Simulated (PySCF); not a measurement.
Compound: C₈H₁₃FO.
SMILES with atom numbers: `[OH:1][CH2:2][C@@H:3]1[C@H:4]2[CH2:5][CH2:6][C@@H:7]1[C@H:8]2[CH2:9][F:10]`

Probes without a nucleus sit at each ring's centroid and 1 Å off its mean plane on both sides; NICS is minus the shielding there, NICSzz its component along the normal. Level: GIAO PBE0/pcSseg-1 (PySCF, non-relativistic, gas phase) on the GFN2-xTB geometry, one conformer.

Rings: 1. C3–C4–C5–C6–C7; 2. C3–C4–C8–C7.

```json
{"set": "P", "NICS(0)": "-9.5", "NICS(1), two faces": "-10.0 / -3.8", "NICS(1)zz, two faces": "-18.6 / -1.1"}
{"set": "Q", "NICS(0)": "-6.0", "NICS(1), two faces": "-19.1 / -3.6", "NICS(1)zz, two faces": "-22.2 / -4.1"}
```

**Question.** Which set (ppm) belongs to which ring?

**Answer.** P = 2, Q = 1.
- 1 (5-membered carbocycle; formal bonds all single): mean NICS(1)zz -13.1 ppm, shielded. C3, C4, C5, C6, C7 have four or more neighbours; no verdict on aromaticity is drawn.
- 2 (4-membered carbocycle; formal bonds all single): mean NICS(1)zz -9.9 ppm, shielded. C3, C4, C7, C8 have four or more neighbours; no verdict on aromaticity is drawn.

**Question.** How do the rings differ in shape?

**Answer.** 
```json
{"ring": "1", "bond lengths (Å)": "1.543, 1.531, 1.552, 1.531, 1.543", "rms pucker (Å)": "0.33", "HOMA": "–", "nearest outside atom to a NICS(1) probe (Å)": "carbon 0.71"}
{"ring": "2", "bond lengths (Å)": "1.543, 1.542, 1.544, 1.543", "rms pucker (Å)": "0.22", "HOMA": "–", "nearest outside atom to a NICS(1) probe (Å)": "carbon 1.07"}
```

The run took 75 s on one thread of an x86-64 server, no GPU, on a shared host. This is the whole shielding run at PBE0/pcSseg-1, SCF included.
